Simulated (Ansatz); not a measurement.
**Match the barriers**

Saddle point of GeSiH4F2, singlet (GeSiH₄F₂ ([F][SiH]([F])[GeH3]) → GeH₄ + SiF₂; bonds formed: Ge1–H3; bonds broken: Ge1–Si2, Si2–H3), PBE0-D4/def2-TZVP structure:

```xyz
8
angstrom
Ge -0.8426 -0.1103 0.7492
Si 0.6392 0.5637 -1.0651
H 0.7219 -0.7691 0.0452
F 2.1108 1.0773 -0.6917
F 0.8436 -0.3663 -2.3549
H -1.0861 -1.5758 1.1732
H -2.2147 0.4490 0.3086
H -0.1722 0.7316 1.8354
```

Ansatz 0.2.0; basis: def2-TZVPP, with def2-QZVPP for the basis limit; cores frozen in the correlated methods. Filled d shells of the heavier atoms are correlated. The def2 sets are not built for correlating such inner shells, so the correlated values are less sure here. Extrapolation: Hartree–Fock as exp(−7.88 √X), correlation as X^−2.97. Four methods, as single points on the PBE0-D4 structures, gave these electronic barriers from the start structure: 60.29, 63.01, 65.48, 74.87 kcal/mol.

Problem. The methods were, in alphabetical order, BLYP-D4, CCSD(T), HF, PBE0-D4. Which gave which? (A judgement: the text doesn't fix the answer.)

Solution. Computed: BLYP-D4 60.29; PBE0-D4 63.01; CCSD(T) 65.48; HF 74.87 kcal/mol. For comparison, CCSD(T) at an estimated basis limit (MP2 extrapolated from triple and quadruple zeta, plus CCSD(T) − MP2 in triple zeta) gives 66.47 kcal/mol.

The T1 diagnostic stays at or below 0.014. The restricted Hartree–Fock reference is unstable towards an unrestricted one at one or more of these structures.

Losses and insertions of silylenes and their heavier kin drive the gas-phase chemistry of silicon and germanium vapour deposition.

Labels in which every atom is bracketed show which atoms are joined, not bond orders.

For scale, one of the runs: CCSD(T)/def2-TZVPP, 208 basis functions, launched by `ansatz run in.yaml --threads 4 --pin off --events-out ev --progress --plain --max-ram 9574MiB`. Time: 87 s of wall clock on 4 CPU threads of an Arm Neoverse V2; the host was shared. Peak host memory: 2.9 GiB.
